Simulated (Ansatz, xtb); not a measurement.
# Relaxing a trial structure of ClF2H2Si2

The starting geometry of this gas-phase doublet has its atoms placed at random.

| atom | x (Å) | y (Å) | z (Å) |
| --- | --- | --- | --- |
| Cl | -0.9796 | -0.8936 | 0.6964 |
| F | 1.0550 | 0.4025 | -0.3751 |
| F | -0.4909 | 1.2675 | -0.7379 |
| Si | 0.1429 | -0.3465 | -1.9832 |
| Si | -0.4839 | 1.0981 | 1.1154 |
| H | 0.6547 | 0.9123 | -1.5999 |
| H | -1.2681 | 0.8399 | -0.4180 |

One run relaxed it with r2SCAN-D4/def2-SVP. What is a likely outcome?

It ends as a structure with Cl1 bridging Si5 and H7, F2 bridging Si5 and Si4, F3 bridging Si4 and H7, H7 bridging Cl1 and F3, given below by its coordinates. Distances that change by over a tenth: Cl1–Si5 (2.09 → 2.32 Å), F3–H7 (0.94 → 1.07 Å). Contacts that open: F3–Si5 (1.86 → 3.43 Å), Si5–H7 (1.74 → 2.86 Å). Contacts that close: Cl1–H7 (2.08 → 1.65 Å), F2–Si4 (1.99 → 1.83 Å), F2–Si5 (2.25 → 1.91 Å), F3–Si4 (2.13 → 1.91 Å).

The energy falls by 8.10 eV over 14 steps:

```
step  E − E(last) (eV)
   1             8.096
   2             4.789
   4             1.895
   5             1.089
   7             0.193
   8             0.093
  10             0.021
  11             0.003
  13             0.000
  14             0.000
```

Final geometry (Å):

```json
{"atom": "Cl", "x (Å)": "-1.6514", "y (Å)": "-0.2822", "z (Å)": "1.0528"}
{"atom": "F", "x (Å)": "1.0126", "y (Å)": "0.3071", "z (Å)": "-0.1207"}
{"atom": "F", "x (Å)": "-1.1528", "y (Å)": "0.8725", "z (Å)": "-1.3433"}
{"atom": "Si", "x (Å)": "0.4825", "y (Å)": "0.0210", "z (Å)": "-1.8529"}
{"atom": "Si", "x (Å)": "0.4286", "y (Å)": "0.5346", "z (Å)": "1.6806"}
{"atom": "H", "x (Å)": "1.0114", "y (Å)": "1.3847", "z (Å)": "-2.2922"}
{"atom": "H", "x (Å)": "-1.5008", "y (Å)": "0.4426", "z (Å)": "-0.4267"}
```

From the same start GFN2-xTB ends elsewhere, in pieces: ClSi + FHSi + FH.

From so rough a start the end depends on the optimiser's path, so another program may land elsewhere. The end wasn't checked by frequencies. Open shells are spin-unrestricted. Run with Ansatz 0.2.0, 67 s on 2 threads of Intel(R) Xeon(R) Platinum 8375C CPU @ 2.90GHz (Ice Lake), on a shared host.
